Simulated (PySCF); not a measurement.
**Assigning NMR signals**

Atom-mapped SMILES (the numbers label the heavy atoms): `[CH3:1][P:2]([CH3:3])(=[O:4])[c:5]1[cH:6][cH:7][o:8][cH:9]1`. Each H is labelled by its parent atom.

Calculated, not measured (PySCF 2.14.0 with density-fitted response routines): NMR shieldings at PBE0/pcSseg-1/GIAO, structure optimised with GFN2-xTB. One conformer, no solvent, non-relativistic Hamiltonian, fast rotation and ring inversion assumed for equivalent nuclei.

References, each an isolated molecule treated in the same way: ¹³C, ¹H vs TMS.

(1) Assign these signals to the numbered atoms. ¹³C{¹H} NMR (computed): δ 155.6 (CH), 148.7 (CH), 128.4 (C), 115.8 (CH), 22.9 (CH3).

(2) Assign these signals to the numbered atoms. ¹H NMR (500 MHz, computed): δ 7.98 (m, 1H), 7.56 (m, 1H), 6.38 (m, 1H), 1.50 (m, 6H).

Results:

(1) 
```tsv
δ (ppm)	atoms	environment	reason
155.6	C9	aromatic CH next to the ring oxygen	–
148.7	C7	aromatic CH next to the ring oxygen	–
128.4	C5	substituted aromatic carbon	–
115.8	C6	aromatic CH	–
22.9	C1/C3	methyl carbon bonded to P	–
```

(2) 
7.98 → H(C9), hydrogen on an aromatic CH next to the ring oxygen: aromatic region
7.56 → H(C7), hydrogen on an aromatic CH next to the ring oxygen
6.38 → H(C6), hydrogen on an aromatic CH: it sits in the deshielding region of the aromatic ring current
1.50 → H(C1)/H(C3), hydrogen on a methyl carbon bonded to P

Splittings by ³¹P in the carbon and heteronuclear signals aren't shown, as no couplings were computed. Shifts are as computed. Against solution values, carbons near 30 ppm lie about +3 ppm off and those near 130 ppm about +5 ppm. Of 1211 compounds with measured shifts, 218 miss one by over three times the rms of a fit or turn the order of signals round; such compounds aren't used in these exercises. No couplings were computed; multiplicities are counted from neighbouring protons, with m where these are inequivalent, close in shift, in a saturated or five-membered ring or joined by F or P, and br s for small geminal =CH2 splittings.
